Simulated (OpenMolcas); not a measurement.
# OpenMolcas run: N

Input:

```
&GATEWAY
Coord
1

N 0.0 0.0 0.0
Basis=ANO-RCC-VTZP
Group=XYZ
NoMove
AngMom=0.0 0.0 0.0
AMFI
&SEWARD
&RASSCF
FileOrb=start.orb
Symmetry=2
Spin=4
nActEl=5 0 0
Inactive=1 0
Ras2=1 3
CIRoot=1 1 1
SDav=1
CIMx=300
Iter=120 100
PrWF=0.3
OrbListing=Nothing
MaxOrb=0
Atom
>>> COPY $Project.JobIph JOB001
&RASSCF
FileOrb=start.orb
Symmetry=2
Spin=2
nActEl=5 0 0
Inactive=1 0
Ras2=1 3
CIRoot=8 8 1
SDav=11
CIMx=300
Iter=120 100
PrWF=0.3
OrbListing=Nothing
MaxOrb=0
Atom
>>> COPY $Project.JobIph JOB002
&RASSCF
FileOrb=start.orb
Symmetry=1
Spin=4
nActEl=5 0 0
Inactive=1 0
Ras2=1 3
CIRoot=3 3 1
SDav=3
CIMx=300
Iter=120 100
PrWF=0.3
OrbListing=Nothing
MaxOrb=0
Atom
>>> COPY $Project.JobIph JOB003
&RASSI
NrOfJobIphs=3 1 8 3
1
1 2 3 4 5 6 7 8
1 2 3
IphNames
JOB001
JOB002
JOB003
EJob
SpinOrbit
DIPRint=1.0
SOCoupling=1000.0
Subsets=2
MEES
Property=10
'ANGMOM' 1 'ANGMOM' 2 'ANGMOM' 3 'MLTPL  1' 1 'MLTPL  1' 2 'MLTPL  1' 3
'AMFI' 1 'AMFI' 2 'AMFI' 3 'MLTPL  2' 6
SOProperty=3
'ANGMOM' 1 'ANGMOM' 2 'ANGMOM' 3
```

A driver script runs the steps one by one and writes start.orb anew before each from the orbitals found so far.

Output, cut to the results:

```
--- SEWARD ---
Basis set label: N.ANO-RCC...4S3P2D1F.

      Electronic valence basis set:
      ------------------
      Associated Effective Charge   7.000000 au
      Associated Actual Charge      7.000000 au
      Nuclear Model: Point charge

      Shell  nPrim  nBasis  Cartesian Spherical Contaminant
         s      14       4        X
         p       9       3        X
         d       4       2                 X
         f       3       1                 X
                  Relativistic Douglas-Kroll-Hess integrals:
                    - DKH order of Hamiltonian: 2
                    - DKH order of Properties : 0
                  Atomic mean-field integrals
--- RASSCF ---
Wave function specifications:
      -----------------------------

      Number of closed shell electrons           2
      Number of electrons in active shells       5
      Max number of holes in RAS1 space          0
      Max nr of electrons in RAS3 space          0
      Number of inactive orbitals                1
      Number of active orbitals                  4
      Number of secondary orbitals              25
      Spin quantum number                      1.5
      State symmetry                             2
Orbital specifications:
      -----------------------

      Symmetry species                           1   2
                                                ag  au
      Frozen orbitals                            0   0
      Inactive orbitals                          1   0
      Active orbitals                            1   3
      RAS1 orbitals                              0   0
      RAS2 orbitals                              1   3
      RAS3 orbitals                              0   0
      Secondary orbitals                        12  13
      Deleted orbitals                           0   0
      Number of basis functions                 14  16
      Number of CSFs                             1
      Number of root(s) required                 1
      Iter CI   SX   CI       RASSCF       Energy    max ROT     max BLB   max BLB  Level Ln srch  Step   QN
          iter iter root      energy       change     param      element    value   shift minimum  type update
 Nr of preliminary CI iterations:   1
 ###############################################################################
 ###############################################################################
 ###                                                                         ###
 ###                                                                         ###
 ###    WARNING: Problems in orbital optimization.                           ###
 ###                                                                         ###
 ###                                                                         ###
 ###############################################################################
 ###############################################################################
  Warning: In symmetry  1, orbital p=   2 has diagonal density matrix element D(p,p) close to two. (2 - D(p,p))=  0.000000E+00
        1   1    2    1   -54.43007462    0.00E+00  -5.02E-08    2   4 1  1.28E-07   0.50   0.00    SX    NO
        ...
 ###############################################################################
 ###############################################################################
  Warning: In symmetry  1, orbital p=   2 has diagonal density matrix element D(p,p) close to two. (2 - D(p,p))=  0.000000E+00
        4   1    1    1   -54.43007462    2.84E-14   0.00E+00    2   3 1  5.06E-08   0.50   0.00    SX    NO
      Convergence after  4 iterations
        5   1    1    1   -54.43007462    4.97E-14   0.00E+00    2   3 1  5.06E-08   0.50   0.00    SX    NO
      Natural orbitals and occupation numbers for root  1
      sym 1:   2.000000
      sym 2:   1.000000   1.000000   1.000000
::    RASSCF root number  1 Total energy:    -54.43007462
--- RASSCF ---
Wave function specifications:
      -----------------------------

      Number of closed shell electrons           2
      Number of electrons in active shells       5
      Max number of holes in RAS1 space          0
      Max nr of electrons in RAS3 space          0
      Number of inactive orbitals                1
      Number of active orbitals                  4
      Number of secondary orbitals              25
      Spin quantum number                      0.5
      State symmetry                             2
...
--- RASSI ---
SPIN-FREE ENERGIES:
  (Shifted by EMIN (a.u.) =        -54.4300746171)

 SF State       Relative EMIN(au)   Rel lowest level(eV)    D:o, cm**(-1)      L_eff

     1             0.0000000000        0.0000000000              0.0000         0.0
     2             0.1048321513        2.8526281598          23007.9978         2.0
     3             0.1048321513        2.8526281598          23007.9978         2.0
     4             0.1048321513        2.8526281598          23007.9978         2.0
     5             0.1048321513        2.8526281598          23007.9978         2.0
     6             0.1048321513        2.8526281598          23007.9978         2.0
     7             0.1381832110        3.7601567275          30327.7093         1.0
     8             0.1381832110        3.7601567275          30327.7093         1.0
     9             0.1381832110        3.7601567275          30327.7093         1.0
    10             0.4136726782       11.2566070257          90790.6586         1.0
    11             0.4136726782       11.2566070257          90790.6586         1.0
    12             0.4136726782       11.2566070257          90790.6586         1.0
     Dipole printing threshold changed to   1.00000000E+00

++ Dipole transition strengths (spin-free states):
   -----------------------------------------------
     for osc. strength at least  1.00000000E+00

  ( Max oscillator strength is only   0.16814070470126047      )
--
Eigenvalues of complex Hamiltonian:
   -----------------------------------
  (Shifted by EMIN (a.u.) =        -54.4300746171)

 SO State       Relative EMIN(au)   Rel lowest level(eV)    D:o, cm**(-1)     J-value

     1            -0.0000008007        0.0000000000              0.0000         1.1
     2            -0.0000008007        0.0000000000              0.0000         1.2
     3            -0.0000008007        0.0000000000              0.0000         1.3
...
```

The J values that RASSI prints are effective ones from its own formula and need not be integers or half-integers; the table below assigns J from the states.

Levels above the lowest, from the spin-orbit matrix, grouped by J:

```json
{"Configuration": "2s² 2p³", "Term": "⁴S°", "J": "3/2", "E (eV)": "0.0000", "Measured (eV)": "0.0000", "g": "2.002", "Term weight %": "100"}
{"Configuration": "2s² 2p³", "Term": "²D°", "J": "3/2", "E (eV)": "2.8525", "Measured (eV)": "2.3846", "g": "0.800", "Term weight %": "100"}
{"Configuration": "2s² 2p³", "Term": "²D°", "J": "5/2", "E (eV)": "2.8526", "Measured (eV)": "2.3835", "g": "1.200", "Term weight %": "100"}
{"Configuration": "2s² 2p³", "Term": "²P°", "J": "3/2", "E (eV)": "3.7602", "Measured (eV)": "3.5756", "g": "1.334", "Term weight %": "100"}
{"Configuration": "2s² 2p³", "Term": "²P°", "J": "1/2", "E (eV)": "3.7605", "Measured (eV)": "3.5756", "g": "0.666", "Term weight %": "100"}
{"Configuration": "2s 2p⁴", "Term": "⁴P", "J": "5/2", "E (eV)": "11.2521", "Measured (eV)": "10.9239", "g": "1.601", "Term weight %": "100"}
{"Configuration": "2s 2p⁴", "Term": "⁴P", "J": "3/2", "E (eV)": "11.2597", "Measured (eV)": "10.9294", "g": "1.735", "Term weight %": "100"}
{"Configuration": "2s 2p⁴", "Term": "⁴P", "J": "1/2", "E (eV)": "11.2643", "Measured (eV)": "10.9318", "g": "2.671", "Term weight %": "100"}
```

Against the 7 measured excited levels shown (NIST Handbook of Basic Atomic Spectroscopic Data) the mean absolute deviation is 2600 cm-1; the largest miss in energy is 2s² 2p³ ²D°_5/2: computed 2.8526, measured 2.3835 eV (+19.7 %).

Without dynamic correlation excited terms often stand tens of per cent too high (terms of higher spin than the ground term too low), and those without a measured partner can miss by more than the paired ones. Measured partners are found by configuration, term and J. A level has none where our copy of the source lacks it or the pairing is in doubt (some pairs that miss far off the trend of their configuration count as doubtful), and it then counts in no deviation. Only configurations of the active space appear. The first state left out of the spin-orbit step lies near 140000 cm-1 above the lowest spin-free state of the reference (among the parities and spins computed), and the list stops at four fifths of that energy or lower.

The term weight is that of the spin-free term in the level, not the purity of its configuration. ° marks odd parity.
